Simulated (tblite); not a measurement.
C5H11O2P.
Z-matrix (Å and degrees, GFN2-xTB geometry), rows numbered from 1:
```
C 
O   1  1.4043
C   2  1.4118  1  115.55
C   3  1.5374  2  111.83  1   -76.17
C   4  1.5296  3  106.84  2   -61.12
P   5  1.8441  4  105.03  3   -29.60
O   6  1.4651  5  116.74  4  -122.74
C   3  1.5223  2  104.69  1   169.63
H   1  1.0969  2  111.10  3   -55.92
H   1  1.0884  2  106.19  3  -174.68
H   1  1.0956  2  112.36  3    66.18
H   3  1.1023  2  110.27  1    47.95
H   4  1.0905  3  111.49  2    61.15
H   4  1.0906  3  108.22  2   179.78
H   5  1.0906  4  112.42  3  -148.00
H   5  1.0898  4  111.25  3    89.81
H   6  1.3887  5  106.29  4   108.48
H   8  1.0914  3  112.40  2  -173.39
H   8  1.0884  3  111.73  2   -49.84
```

All values are computed: GFN2-xTB (tblite) harmonic vibrations without scaling, gas phase. The method is semi-empirical: single wavenumbers can be off by several per cent or more. Modes of hydrogen on phosphorus can be 10 to 20 % off. One conformer, not necessarily the lowest.

Harmonic wavenumbers (cm⁻¹): 62.9, 70.5, 128.8, 214.2, 264.8, 299.4, 306.0, 372.3, 392.7, 512.8, 650.2, 679.5, 724.7, 781.2, 826.5, 860.1, 889.8, 923.4, 952.8, 965.2, 1008.6, 1042.0, 1090.3, 1092.6, 1127.9, 1131.6, 1138.2, 1186.9, 1209.6, 1235.6, 1262.1, 1291.3, 1302.5, 1318.0, 1406.7, 1412.0, 1429.6, 1468.6, 1486.0, 1489.3, 2321.2, 2841.6, 2906.5, 2929.2, 2971.1, 2978.3, 2986.4, 2992.2, 2999.4, 3005.2, 3027.5.

A = 3537, B = 1170, C = 1097 MHz; mass 134.050 u (most abundant isotopes); point group C1, symmetry number 1.

What is the zero-point energy?

½Σν̃ = 33983 cm⁻¹ = 97.16 kcal/mol.

Entropy at 298.15 K, 1 bar (ideal gas, RRHO, classical rotation)?

Translation 40.62, rotation 28.65, vibration 23.43: S = 92.7 cal/(mol K).

And Cp and H(298.15 K) − H(0)?

Cp = 34.99 cal/(mol K), of which vibrations give 27.04 (their classical limit is 51 R = 101.3); H(298.15 K) − H(0) = 6.18 kcal/mol without the zero-point energy, 3.81 from vibrations.

Which modes carry the vibrational entropy at 298.15 K?

62.9 cm⁻¹: 4.36; 70.5 cm⁻¹: 4.14; 128.8 cm⁻¹: 2.96; 214.2 cm⁻¹: 2.01; 264.8 cm⁻¹: 1.63; 299.4 cm⁻¹: 1.42 cal/(mol K); the other 45 give 6.90 together.

Blend soft modes into free rotors: weight 1/[1 + (100 cm⁻¹/ν̃)⁴] for the oscillator and the rest for a rotor with moment μB/(μ + B), μ = h/(8π²ν), B = 10⁻⁴⁴ kg m². What vibrational entropy results?

21.70 cal/(mol K) in place of 23.43, which changes −T·S at 298.15 K by +0.52 kcal/mol.

What must be added to the electronic energy to get the Gibbs energy at 298.15 K and 1 bar?

ZPE + [H(298.15 K) − H(0)] − T·S = 97.16 + 6.18 − 27.64 = 75.70 kcal/mol.

How do the functions run with temperature in this model?

| T (K) | S (cal/(mol K)) | Cp (cal/(mol K)) | H − H(0) (kcal/mol) | G − H(0) (kcal/mol) | ln q(vib) |
| --- | --- | --- | --- | --- | --- |
| 100 | 66.9 | 16.4 | 1.18 | -5.51 | 1.24 |
| 200 | 80.9 | 25.0 | 3.25 | -12.93 | 3.28 |
| 300 | 92.9 | 35.2 | 6.25 | -21.63 | 5.40 |
| 500 | 115.7 | 54.7 | 15.32 | -42.51 | 9.86 |
| 800 | 145.9 | 73.6 | 34.84 | -81.88 | 16.70 |
| 1000 | 163.3 | 81.7 | 50.42 | -112.83 | 21.08 |

q(vib) and H(0) count from the zero-point level.

Hindered rotation and anharmonicity are outside this model. Other conformers, if any are populated, would add a mixing term that is left out. The structure is chiral; the term R ln 2 for an equal mix with its mirror image is left out.
